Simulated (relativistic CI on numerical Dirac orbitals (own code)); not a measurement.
**Level scheme of Ru**

Computed by Dirac-Coulomb-Breit CI, KLI orbitals optimised for each configuration, a model potential for QED, valence Slater integrals scaled by 0.85, P86 correlation energy added to each configuration (own radial code, finite nucleus).

Configurations in the expansion (outside the closed core [Kr]): 4d7 5s, 4d6 5s2, 4d7 5p, 4d8, 4d7 5d, 4d7 6s, 4d6 5s 5p, 4d7 6p, 4d7 7s, 4d7 4f, 4d7 7p, 4d7 6d, 4d7 5g, 4d7 5f, 4d7 7d, 4d7 6g. Levels of other configurations are missing.

```
No.      Configuration  Term  J  E (eV)   %  Next component (%)
 41         4d7(2H) 5s    1H  5  2.6940  97                1 3G
 42  4d6(5D) 5s<6D> 5p   7D°  1  2.6968  98               1 5P°
 43         4d7(2P) 5s    1P  1  2.7958  80               10 3D
 44         4d7(4F) 5p   5D°  4  2.8147  65              14 5F°
 45         4d7(4F) 5p   5F°  5  2.8658  84     9 4d6 5s 5p 5F°
 46  4d6(5D) 5s<6D> 5p   7F°  6  2.8895  97        2 4d7 5p 5G°
 47         4d7(4F) 5p   5D°  3  2.9528  56              22 5F°
 48  4d6(5D) 5s<6D> 5p   7F°  5  2.9559  91               4 7D°
 49  4d6(5D) 5s<6D> 5p   7F°  4  2.9889  85        4 4d7 5p 5F°
 50         4d7(4F) 5p   5F°  4  3.0041  62    10 4d6 5s 5p 7P°
 51  4d6(5D) 5s<6D> 5p   7F°  3  3.0167  90        4 4d7 5p 5D°
 52  4d6(5D) 5s<6D> 5p   7F°  2  3.0260  90        3 4d7 5p 5D°
 53  4d6(5D) 5s<6D> 5p   7F°  1  3.0355  96               2 5D°
 54  4d6(5D) 5s<6D> 5p   7F°  0  3.0386  98               2 5D°
 55            4d6 5s2    3F  4  3.0433  25               23 3H
 56         4d7(4F) 5p   5D°  2  3.0681  51              27 5F°
 57            4d6 5s2    3H  6  3.0868  93         4 4d7 5s 3H
 58         4d7(2F) 5s    3F  2  3.0875  22           21 4d8 3P
 59  4d6(5D) 5s<6D> 5p   7P°  4  3.0890  82        5 4d7 5p 5D°
 60         4d7(4F) 5p   5F°  3  3.1091  62              19 5D°
 61         4d7(4F) 5p   5G°  6  3.1213  92     4 4d6 5s 5p 5G°
 62         4d7(2F) 5s    3F  3  3.1309  51       37 4d6 5s2 3F
 63            4d6 5s2    3H  5  3.1379  85                9 3G
 64         4d7(4F) 5p   5D°  1  3.1419  51              32 5F°
 65         4d7(2F) 5s    3F  2  3.1428  31       20 4d6 5s2 3F
 66         4d7(4F) 5p   5G°  5  3.1660  48              43 3G°
 67         4d7(4F) 5p   5F°  2  3.1738  57              26 5D°
 68            4d6 5s2    3H  4  3.1849  40        29 4d7 5s 3F
 69         4d7(4F) 5p   5D°  0  3.1930  78    19 4d6 5s 5p 5D°
 70         4d7(4F) 5p   5F°  1  3.2054  55              28 5D°
```

Energies count from the lowest computed level; ° marks odd parity. Percentages are summed over parent terms; the parents shown are those of the largest component, closed shells are left out there, and <> holds an intermediate term.

The mean weight of the leading LS term, summed over parents, in these 30 levels is 70 %, and that of the leading jj configuration (from the same eigenvectors) 37 %, so LS coupling describes them better.

Correlation outside the listed configurations is missing or only estimated: errors of thousands of cm⁻¹ between configurations and terms are usual at this charge. Rates and lifetimes follow the computed energies and can be off by large factors. The fine structure of a lone outer electron comes out too small, for d and f at times inverted, and misplaced configurations move strength between like terms. 26 of the 36 excited levels that our extract of the measured tables holds in this range could be paired (the sources list more); they are missed by 2712 cm⁻¹ on average and 4856 at most, and levels without a partner can miss by more. Some levels of the ground configuration have no partner and can miss by 10 % or more.

LS names give the leading component of a level, which can be under half, so a name can repeat, a term be missing and a line seem to break the LS rules.
